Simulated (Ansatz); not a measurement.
Input file for Ansatz (a first-principles code): R-B3LYP-D3(BJ)/def2-TZVP on CH6GeO (a complex).

Ansatz 0.2 input:
```yaml
crystal:
  periodic: [false, false, false]
  atoms:
    - {symbol: C, position_ang: [0.51220268, -0.57810678, 0.41826018]}
    - {symbol: O, position_ang: [0.12475048, 0.06413952, 1.34636583]}
    - {symbol: H, position_ang: [1.02485197, -0.11830893, -0.44287599]}
    - {symbol: H, position_ang: [0.38146521, -1.66982945, 0.35059760]}
    - {symbol: Ge, position_ang: [-0.28465156, 0.02725993, 4.07730347]}
    - {symbol: H, position_ang: [-0.39472501, 0.10655208, 5.56643056]}
    - {symbol: H, position_ang: [-0.52674896, -1.38540230, 3.69312726]}
    - {symbol: H, position_ang: [1.08926693, 0.44170151, 3.70897601]}
    - {symbol: H, position_ang: [-1.30067416, 0.92281534, 3.48670216]}
basis:
  gaussian:
    orbitals: def2-TZVP
hamiltonian:
  xc: b3lyp
  dispersion: d3bj
relax: {f_tol: 0.004, max_steps: 120}
scf: {lower_state_search: off}
```

It printed:

```
WARN ansatz: RAYON_NUM_THREADS=1 ignored (pool sized by the plan → 1); use --threads N
Functional definition: B3LYP
these checks for a lower state are left out or cut short: stability, starts, cluster_reference, orbital_swaps, neighbouring_geometries, increment
integrals: 0.06 GiB planned
984 factors; their error is unknown
mean field: 0.54 GiB planned
mean field evaluation 1: about -59697.7203 eV, gradient 4.6e1 eV
mean field evaluation 2: about -59690.8958 eV, gradient 7.7e1 eV
mean field evaluation 4: about -59701.2441 eV, gradient 2.9e0 eV
mean field evaluation 8: about -59701.4705 eV, gradient 3.2e-1 eV
mean field evaluation 16: about -59701.4706 eV, gradient 5.2e-6 eV
mean field -59701.47064896 eV, -2193.9885792391 hartree, gradient 5.2e-6 eV, S^2 0.000000; 0 other end points of the search recorded, 0 dependent functions left out
the calculation of the forces begins
reference -59701.47092926 eV, -2193.9885895400 hartree; 26, 26 occupied and 120, 120 virtual orbitals, 984 factors
relax step   1: F+E_penalty+E_count = -59701.68564989 eV  Δ(F+E_penalty+E_count) = +0.000e0 eV  max|allowed force component| = 9.563e-1 eV/Å  Δτ_max = 0.0000 Å  (15 SCF iters, accepted)
these checks for a lower state are left out or cut short: stability, starts, cluster_reference, orbital_swaps, neighbouring_geometries, increment
integrals: 0.06 GiB planned
984 factors; their error is unknown
mean field: 0.53 GiB planned
mean field -59701.63186370 eV, -2193.9945037713 hartree, gradient 1.4e-6 eV, S^2 0.000000; 0 other end points of the search recorded, 0 dependent functions left out
the calculation of the forces begins
reference -59701.63215129 eV, -2193.9945143403 hartree; 26, 26 occupied and 120, 120 virtual orbitals, 984 factors
relax step   2: F+E_penalty+E_count = -59701.83381646 eV  Δ(F+E_penalty+E_count) = -1.482e-1 eV  max|allowed force component| = 8.021e-1 eV/Å  Δτ_max = 0.1927 Å  (21 SCF iters, accepted)
these checks for a lower state are left out or cut short: stability, starts, cluster_reference, orbital_swaps, neighbouring_geometries, increment
integrals: 0.06 GiB planned
984 factors; their error is unknown
mean field: 0.52 GiB planned
mean field evaluation 32: about -59701.5034 eV, gradient 1.6e-6 eV
mean field -59701.50335110 eV, -2193.9897810205 hartree, gradient 1.6e-6 eV, S^2 0.000000; 0 other end points of the search recorded, 0 dependent functions left out
the calculation of the forces begins
reference -59701.50364523 eV, -2193.9897918294 hartree; 26, 26 occupied and 120, 120 virtual orbitals, 984 factors
relax step   3: F+E_penalty+E_count = -59701.69472204 eV  Δ(F+E_penalty+E_count) = +1.391e-1 eV  max|allowed force component| = 2.477e0 eV/Å  Δτ_max = 0.1950 Å  (26 SCF iters, rejected (line search))
these checks for a lower state are left out or cut short: stability, starts, cluster_reference, orbital_swaps, neighbouring_geometries, increment
integrals: 0.06 GiB planned
984 factors; their error is unknown
mean field: 0.52 GiB planned
mean field -59701.67432173 eV, -2193.9960640751 hartree, gradient 1.3e-6 eV, S^2 0.000000; 0 other end points of the search recorded, 0 dependent functions left out
the calculation of the forces begins
reference -59701.67461252 eV, -2193.9960747615 hartree; 26, 26 occupied and 120, 120 virtual orbitals, 984 factors
relax step   4: F+E_penalty+E_count = -59701.87105741 eV  Δ(F+E_penalty+E_count) = -3.724e-2 eV  max|allowed force component| = 2.310e-1 eV/Å  Δτ_max = 0.0975 Å  (21 SCF iters, accepted)
these checks for a lower state are left out or cut short: stability, starts, cluster_reference, orbital_swaps, neighbouring_geometries, increment
integrals: 0.06 GiB planned
984 factors; their error is unknown
mean field: 0.52 GiB planned
mean field -59701.68423328 eV, -2193.9964283179 hartree, gradient 1.2e-6 eV, S^2 0.000000; 0 other end points of the search recorded, 0 dependent functions left out
the calculation of the forces begins
reference -59701.68452554 eV, -2193.9964390584 hartree; 26, 26 occupied and 120, 120 virtual orbitals, 984 factors
relax step   5: F+E_penalty+E_count = -59701.87875741 eV  Δ(F+E_penalty+E_count) = -7.700e-3 eV  max|allowed force component| = 1.490e-1 eV/Å  Δτ_max = 0.1000 Å  (21 SCF iters, accepted)
these checks for a lower state are left out or cut short: stability, starts, cluster_reference, orbital_swaps, neighbouring_geometries, increment
integrals: 0.06 GiB planned
984 factors; their error is unknown
mean field: 0.52 GiB pl
[...]
ecks for a lower state are left out or cut short: stability, starts, cluster_reference, orbital_swaps, neighbouring_geometries, increment
integrals: 0.06 GiB planned
984 factors; their error is unknown
mean field: 0.53 GiB planned
mean field -59701.69065015 eV, -2193.9966641336 hartree, gradient 1.0e-6 eV, S^2 0.000000; 0 other end points of the search recorded, 0 dependent functions left out
the calculation of the forces begins
reference -59701.69092736 eV, -2193.9966743210 hartree; 26, 26 occupied and 120, 120 virtual orbitals, 984 factors
relax step  37: F+E_penalty+E_count = -59701.90041594 eV  Δ(F+E_penalty+E_count) = -1.138e-5 eV  max|allowed force component| = 3.988e-2 eV/Å  Δτ_max = 0.0210 Å  (21 SCF iters, accepted)
these checks for a lower state are left out or cut short: stability, starts, cluster_reference, orbital_swaps, neighbouring_geometries, increment
integrals: 0.06 GiB planned
984 factors; their error is unknown
mean field: 0.53 GiB planned
mean field -59701.69061738 eV, -2193.9966629293 hartree, gradient 9.6e-7 eV, S^2 0.000000; 0 other end points of the search recorded, 0 dependent functions left out
the calculation of the forces begins
reference -59701.69089451 eV, -2193.9966731137 hartree; 26, 26 occupied and 120, 120 virtual orbitals, 984 factors
relax step  38: F+E_penalty+E_count = -59701.90038038 eV  Δ(F+E_penalty+E_count) = +3.556e-5 eV  max|allowed force component| = 6.487e-2 eV/Å  Δτ_max = 0.0052 Å  (22 SCF iters, rejected (line search))
these checks for a lower state are left out or cut short: stability, starts, cluster_reference, orbital_swaps, neighbouring_geometries, increment
integrals: 0.06 GiB planned
984 factors; their error is unknown
mean field: 0.53 GiB planned
mean field -59701.69070824 eV, -2193.9966662684 hartree, gradient 9.6e-7 eV, S^2 0.000000; 0 other end points of the search recorded, 0 dependent functions left out
the calculation of the forces begins
reference -59701.69098546 eV, -2193.9966764562 hartree; 26, 26 occupied and 120, 120 virtual orbitals, 984 factors
relax step  39: F+E_penalty+E_count = -59701.90043962 eV  Δ(F+E_penalty+E_count) = -2.368e-5 eV  max|allowed force component| = 1.907e-2 eV/Å  Δτ_max = 0.0025 Å  (23 SCF iters, accepted)
these checks for a lower state are left out or cut short: stability, starts, cluster_reference, orbital_swaps, neighbouring_geometries, increment
integrals: 0.06 GiB planned
984 factors; their error is unknown
mean field: 0.53 GiB planned
mean field evaluation 288: about -59701.6907 eV, gradient 1.2e-4 eV
mean field -59701.69073797 eV, -2193.9966673608 hartree, gradient 9.6e-7 eV, S^2 0.000000; 0 other end points of the search recorded, 0 dependent functions left out
the calculation of the forces begins
reference -59701.69101519 eV, -2193.9966775487 hartree; 26, 26 occupied and 120, 120 virtual orbitals, 984 factors
relax step  40: F+E_penalty+E_count = -59701.90044744 eV  Δ(F+E_penalty+E_count) = -7.816e-6 eV  max|allowed force component| = 5.219e-4 eV/Å  Δτ_max = 0.0032 Å  (23 SCF iters, accepted)
these checks for a lower state are left out or cut short: stability, starts, cluster_reference, orbital_swaps, neighbouring_geometries, increment
integrals: 0.06 GiB planned
984 factors; their error is unknown
mean field: 0.53 GiB planned
mean field -59701.69081001 eV, -2193.9966700085 hartree, gradient 1.0e-6 eV, S^2 0.000000; 0 other end points of the search recorded, 0 dependent functions left out
the calculation of the forces begins
reference -59701.69108716 eV, -2193.9966801935 hartree; 26, 26 occupied and 120, 120 virtual orbitals, 984 factors
relax step  41: F+E_penalty+E_count = -59701.90046244 eV  Δ(F+E_penalty+E_count) = -1.500e-5 eV  max|allowed force component| = 1.056e-2 eV/Å  Δτ_max = 0.0173 Å  (21 SCF iters, accepted)
these checks for a lower state are left out or cut short: stability, starts, cluster_reference, orbital_swaps, neighbouring_geometries, increment
integrals: 0.06 GiB planned
984 factors; their error is unknown
mean field: 0.53 GiB planned
mean field -59701.68860624 eV, -2193.9965890215 hartree, gradient 1.6e-6 eV, S^2 0.000000; 0 other end points of the search recorded, 0 dependent functions left out
the calculation of the forces begins
reference -59701.68888291 eV, -2193.9965991887 hartree; 26, 26 occupied and 120, 120 virtual orbitals, 984 factors
relax step  42: F+E_penalty+E_count = -59701.89780599 eV  Δ(F+E_penalty+E_count) = +2.656e-3 eV  max|allowed force component| = 5.051e-1 eV/Å  Δτ_max = 0.1110 Å  (21 SCF iters, rejected (line search))
these checks for a lower state are left out or cut short: stability, starts, cluster_reference, orbital_swaps, neighbouring_geometries, increment
integrals: 0.06 GiB planned
984 factors; their error is unknown
mean field: 0.53 GiB planned
mean field -59701.69076207 eV, -2193.9966682468 hartree, gradient 9.6e-7 eV, S^2 0.000000; 0 other end points of the search recorded, 0 dependent functions left out
the calculation of the forces begins
reference -59701.69103920 eV, -2193.9966784311 hartree; 26, 26 occupied and 120, 120 virtual orbitals, 984 factors
relax step  43: F+E_penalty+E_count = -59701.90046271 eV  Δ(F+E_penalty+E_count) = -2.627e-7 eV  max|allowed force component| = 6.001e-3 eV/Å  Δτ_max = 0.0036 Å  (23 SCF iters, accepted)
these checks for a lower state are left out or cut short: stability, starts, cluster_reference, orbital_swaps, neighbouring_geometries, increment
integrals: 0.06 GiB planned
984 factors; their error is unknown
mean field: 0.53 GiB planned
mean field -59701.69078059 eV, -2193.9966689272 hartree, gradient 9.6e-7 eV, S^2 0.000000; 0 other end points of the search recorded, 0 dependent functions left out
the calculation of the forces begins
reference -59701.69105772 eV, -2193.9966791115 hartree; 26, 26 occupied and 120, 120 virtual orbitals, 984 factors
relax step  44: F+E_penalty+E_count = -59701.90047030 eV  Δ(F+E_penalty+E_count) = -7.590e-6 eV  max|allowed force component| = 3.006e-4 eV/Å  Δτ_max = 0.0030 Å  (23 SCF iters, accepted)
these checks for a lower state are left out or cut short: stability, starts, cluster_reference, orbital_swaps, neighbouring_geometries, increment
integrals: 0.06 GiB planned
984 factors; their error is unknown
mean field: 0.53 GiB planned
mean field evaluation 320: about -59701.4772 eV, gradient 4.9e-1 eV
mean field -59701.69078773 eV, -2193.9966691894 hartree, gradient 9.6e-7 eV, S^2 0.000000; 0 other end points of the search recorded, 0 dependent functions left out
the calculation of the forces begins
reference -59701.69106484 eV, -2193.9966793734 hartree; 26, 26 occupied and 120, 120 virtual orbitals, 984 factors
relax step  45: F+E_penalty+E_count = -59701.90047353 eV  Δ(F+E_penalty+E_count) = -3.232e-6 eV  max|allowed force component| = 3.460e-3 eV/Å  Δτ_max = 0.0048 Å  (22 SCF iters, accepted)
Total energy: -59701.90075065 eV, -2194.0043851845 hartree
Atom 0 at     0.491254    -0.577246     0.390544 Å, force     0.000979    -0.003460    -0.001774 eV/Å
Atom 1 at     0.434592     0.476424     0.961437 Å, force    -0.000143     0.000134     0.000589 eV/Å
Atom 2 at     0.726495    -0.644776    -0.688523 Å, force    -0.000781     0.000590     0.001868 eV/Å
Atom 3 at     0.311229    -1.535241     0.914355 Å, force    -0.000088     0.002745    -0.000707 eV/Å
Atom 4 at    -0.264665     0.028173     4.114818 Å, force     0.000263    -0.000352     0.000128 eV/Å
Atom 5 at    -0.597840    -0.298982     5.583040 Å, force     0.000049     0.000366    -0.000478 eV/Å
Atom 6 at    -0.246626    -1.292470     3.326763 Å, force     0.000100     0.001115     0.000339 eV/Å
Atom 7 at     1.114501     0.694516     4.050899 Å, force    -0.001326    -0.000372    -0.000107 eV/Å
Atom 8 at    -1.343203     0.960422     3.551553 Å, force     0.000946    -0.000767     0.000142 eV/Å
Dipole moment:     0.044997    -0.377763    -0.319090 e Å
Checks for a lower state left out: stability, starts, cluster_reference, orbital_swaps, neighbouring_geometries, increment
```

The calculation finished and met its thresholds.

Cost: very roughly 2.3 core-minutes.
